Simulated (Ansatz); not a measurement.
`B[Si](O)(F)Cl` and `B[Si](O)(O)F` differ in one atom or group.

Ansatz, PBE0-D4/def2-TZVP geometries, multiplicity 1. Each molecule was computed in one conformer, which needn't be the lowest.

```csv
property,`B[Si](O)(F)Cl`
HOMO energy (ωB97M-V/def2-TZVPP) / eV,-11.00
LUMO energy (ωB97M-V/def2-TZVPP) / eV,-0.83
LUMO energy (PBE/def2-TZVPP) / eV,-3.84
HOMO–LUMO gap (ωB97M-V/def2-TZVPP) / eV,10.17
LUMO energy (PBE0/def2-TZVPP) / eV,-2.84
HOMO–LUMO gap (B3LYP/def2-TZVPP) / eV,5.60
```

(1) Give the same properties after the change, and the shifts. (Estimate.)

Answers

(1) Computed: 
```tsv
property	`B[Si](O)(O)F`	shift
HOMO energy (ωB97M-V/def2-TZVPP) / eV	-10.82	0.18
LUMO energy (ωB97M-V/def2-TZVPP) / eV	-0.58	0.25
LUMO energy (PBE/def2-TZVPP) / eV	-3.60	0.24
HOMO–LUMO gap (ωB97M-V/def2-TZVPP) / eV	10.24	0.07
LUMO energy (PBE0/def2-TZVPP) / eV	-2.58	0.26
HOMO–LUMO gap (B3LYP/def2-TZVPP) / eV	5.60	0.00
```

The zero-point energy changes by 32.7 kJ/mol with +3 modes.

B3LYP here is the variant with VWN-RPA as its local correlation; programs differ in this.
